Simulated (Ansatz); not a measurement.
Mulliken charges of CH6AlNSi (`[AlH2]/[N]=C\[SiH3]`) from ωB97M-V/def2-TZVPP in Ansatz (PBE0-D4/def2-TZVP geometry).

| atom | x (Å) | y (Å) | z (Å) | charge (e) |
| --- | --- | --- | --- | --- |
| Al1 | -0.477 | 2.411 | 0.040 | 0.348 |
| N2 | 0.225 | 0.840 | 0.360 | -0.298 |
| C3 | 0.686 | -0.306 | 0.547 | -0.040 |
| Si4 | 0.014 | -1.849 | -0.342 | 0.195 |
| H5 | 0.162 | 3.256 | -1.131 | -0.117 |
| H6 | -1.682 | 2.857 | 0.960 | -0.117 |
| H7 | 1.523 | -0.454 | 1.256 | 0.095 |
| H8 | -0.467 | -2.831 | 0.668 | -0.020 |
| H9 | -1.093 | -1.437 | -1.239 | -0.026 |
| H10 | 1.109 | -2.488 | -1.120 | -0.020 |

Problem. By hand: the dipole of these point charges (1 e Å = 4.8032 D).

Solution. Σ q r = (0.080, -0.374, -0.001) e Å, of length 0.382 e Å = 1.83 D.

Problem. How does the dipole of the full density compare? (An estimate is asked.)

Solution. Computed: (0.104, -0.225, 0.048) e Å, 1.21 D; the point charges give 1.51 times that, at 17° from its direction.

Point charges leave out the atoms' own dipoles, such as those of lone pairs, and Mulliken's split depends on the basis, so the two needn't agree.
